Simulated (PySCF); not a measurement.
Computed spin Hamiltonian

Compound: C6H4O4 (charge -1 and doublet state).
Z-matrix (Å and degrees, GFN2-xTB geometry), rows numbered from 1:
```
O 
C   1  1.2273
C   2  1.4001  1  127.43
C   3  1.3986  2  121.70  1   179.98
C   4  1.3887  3  119.79  2     0.12
C   5  1.3754  4  118.45  3    -0.16
O   6  1.3580  5  128.20  4   179.91
C   7  1.3353  6  125.97  5     0.10
O   8  1.2288  7  129.50  6     0.12
O   6  1.3732  5  122.89  4     0.01
H   3  1.0789  2  117.05  1     0.12
H   4  1.0808  3  120.13  2   179.94
H   5  1.0758  4  122.59  3   179.95
H   8  1.1027  7  107.43  6  -179.93
```

The hyperfine couplings belong to this conformer and change with its torsions.

Identity: `O=c1cccc(O[CH][O-])o1` [radical] (charge -1).

Level of theory: UKS B3LYP, pcH-1 on C H O, non-relativistic, mean-field spin-orbit, GIAO in PySCF. Whether the extra electron is bound in the gas phase wasn't checked; a finite basis holds it in any case. Couplings are sensitive to structure, and on GFN2-xTB geometries they can be far from those on DFT ones, by a factor of two or more for some ions and for spin on atoms past the first row. Stability of the SCF solution: not tested.

```
g1, g2, g3                      : 2.00206, 2.00318, 2.00424
g_iso                           : 2.00316
Form of g                       : rhombic: the two nearest values differ by 48 % of g3 − g1
⟨S²⟩                            : 0.7604 (exact 0.7500)
α and β electrons               : 37, 36
HOMO–LUMO gap, α and β orbitals : 2.12, 4.37 eV
Total energy                    : -531.97138 Eh
```

Isotropic coupling and dipolar principal values T1 to T3, in MHz:

| atom | isotope | a_iso | T1 | T2 | T3 | Mulliken spin population |
| --- | --- | --- | --- | --- | --- | --- |
| O1 | 17O | -3.0 | -13.1 | 6.1 | 7.0 | 0.03 |
| C2 | 13C | -8.5 | -3.0 | -2.4 | 5.4 | 0.02 |
| C3 | 13C | 4.9 | -14.9 | -14.3 | 29.2 | 0.17 |
| C4 | 13C | 17.1 | -21.6 | -20.8 | 42.4 | 0.26 |
| C5 | 13C | -23.5 | -10.5 | 4.1 | 6.3 | -0.10 |
| C6 | 13C | 37.9 | -34.0 | -32.1 | 66.0 | 0.32 |
| O7 | 17O | 8.5 | -5.7 | -4.4 | 10.1 | -0.05 |
| C8 | 13C | 19.0 | -17.9 | -17.3 | 35.2 | 0.19 |
| O9 | 17O | -10.3 | -38.2 | 18.4 | 19.8 | 0.10 |
| O10 | 17O | -15.2 | -42.2 | 20.3 | 21.9 | 0.08 |
| H11 | 1H | -12.4 | -7.9 | -0.9 | 8.8 | -0.01 |
| H12 | 1H | -18.9 | -11.2 | -0.3 | 11.4 | -0.01 |
| H13 | 1H | 3.8 | -3.9 | -0.4 | 4.3 | 0.00 |
| H14 | 1H | -20.1 | -9.1 | -0.6 | 9.7 | -0.02 |

The largest Mulliken spin populations are on C6 (+0.32), C4 (+0.26), C8 (+0.19) and C3 (+0.17). Four atoms exceed +0.15. The positive populations add up to 1.19 and the negative ones to -0.19, together 2S = 1.

C8, the radical centre as drawn in `O=c1cccc(O[CH][O-])o1`, holds a spin population of +0.19 out of 1.

Axes: g1 is normal to the molecular plane, g2 points within 2° of the C8–O9 bond and g3 points within 4° of the C4–C5 bond.

Under fast tumbling the dipolar parts average out, and these isotropic splittings remain: 1 × 1H (H14, I = 1/2, 2 lines) with 0.72 mT, 1 × 1H (H12, I = 1/2, 2 lines) with 0.67 mT, 1 × 1H (H11, I = 1/2, 2 lines) with 0.44 mT and 1 × 1H (H13, I = 1/2, 2 lines) with 0.14 mT.

The 17O coupling of O10 (-15.2 MHz) shows only in satellite lines or after enrichment, since that isotope makes up about 0.038 % of natural oxygen.

The 13C coupling of C6 (37.9 MHz) shows only in satellite lines or after enrichment, since that isotope makes up about 1.07 % of natural carbon.

β density exceeds α density at some nuclei, such as C5 (-0.0209), O7 (-0.0140) and C2 (-0.0076), spin density in bohr⁻³. In a single determinant that takes different orbitals for the two spins, that is spin polarisation.
